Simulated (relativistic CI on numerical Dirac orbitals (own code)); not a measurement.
Ligand-field terms of d5

Computed with a parametric ligand-field model of a d^n configuration (Racah B and C, spin-orbit zeta, crystal field), exact diagonalisation.

Field parameters in Wybourne normalisation: D3d B²₀ = −7Dσ, B⁴₀ = −14Dq − 21Dτ, B⁴₃ = −14√(10/7) Dq; D4h B²₀ = −7Ds, B⁴₀ = 21(Dq − Dt), B⁴₄ = 21√(5/14) Dq; Oh B⁴₀ = 21Dq, B⁴₄ = √(5/14) B⁴₀. The field is a parameter set, without covalency.

Problem. Ground term and bands for B = 670, C = 2670, ζ = 0 cm⁻¹, D4h, 10Dq = 25200, Ds = -1500, Dt = 290 cm⁻¹?

Solution. Ground term 2E with 0.04 electrons in the two orbitals of the cubic e set. Spin-allowed: 2B2 5434 cm⁻¹ (1840 nm), 2A2 20306 cm⁻¹ (492 nm), 2B1 20539 cm⁻¹ (487 nm), 2A1 21771 cm⁻¹ (459 nm). Lowest spin-forbidden: 4A2 11023 cm⁻¹ (907 nm), 4B2 11578 cm⁻¹ (864 nm), 4E 13050 cm⁻¹ (766 nm).

Problem. Ground term and bands for B = 900, C = 3430, ζ = 0 cm⁻¹, Oh, 10Dq = 5000 cm⁻¹?

Solution. Ground term 6A1 with 2.00 electrons in the two orbitals of the cubic e set. Spin-allowed: none. Lowest spin-forbidden: 4T1 23125 cm⁻¹ (432 nm), 4T2 25491 cm⁻¹ (392 nm), 4A1+E 26150 cm⁻¹ (382 nm). A high-spin d5 ion has no spin-allowed d-d band, hence its pale colour.

Problem. Ground term and bands for B = 650, C = 2570, ζ = 0 cm⁻¹, D3d, 10Dq = 28950, Dσ = 1200, Dτ = 200 cm⁻¹?

Solution. Ground term 2E with 0.03 electrons in the two orbitals of the cubic e set. Spin-allowed: 2A1 4003 cm⁻¹ (2498 nm), 2E 26439 cm⁻¹ (378 nm), 2A2 27104 cm⁻¹ (369 nm), 2A1 28161 cm⁻¹ (355 nm). Lowest spin-forbidden: 4E 17031 cm⁻¹ (587 nm), 4A2 20125 cm⁻¹ (497 nm), 4E 23687 cm⁻¹ (422 nm).

Problem. Ground term and bands for B = 600, C = 2110, ζ = 0 cm⁻¹, D3d, 10Dq = 15450, Dσ = -1200, Dτ = 80 cm⁻¹?

Solution. Ground term 2A1 with 0.04 electrons in the two orbitals of the cubic e set. Spin-allowed: 2E 1412 cm⁻¹, 2A2 13817 cm⁻¹ (724 nm), 2A2 14233 cm⁻¹ (703 nm), 2E 14450 cm⁻¹ (692 nm). Lowest spin-forbidden: 6A1 4508 cm⁻¹ (2218 nm), 4A2 6095 cm⁻¹ (1641 nm), 4E 6719 cm⁻¹ (1488 nm).

Problem. Ground term and bands for B = 390, C = 1590, ζ = 0 cm⁻¹, Oh, 10Dq = 5500 cm⁻¹?

Solution. Ground term 6A1 with 2.00 electrons in the two orbitals of the cubic e set. Spin-allowed: none. Lowest spin-forbidden: 4T1 7530 cm⁻¹ (1328 nm), 2T2 9083 cm⁻¹ (1101 nm), 4T2 9794 cm⁻¹ (1021 nm). A high-spin d5 ion has no spin-allowed d-d band, hence its pale colour.
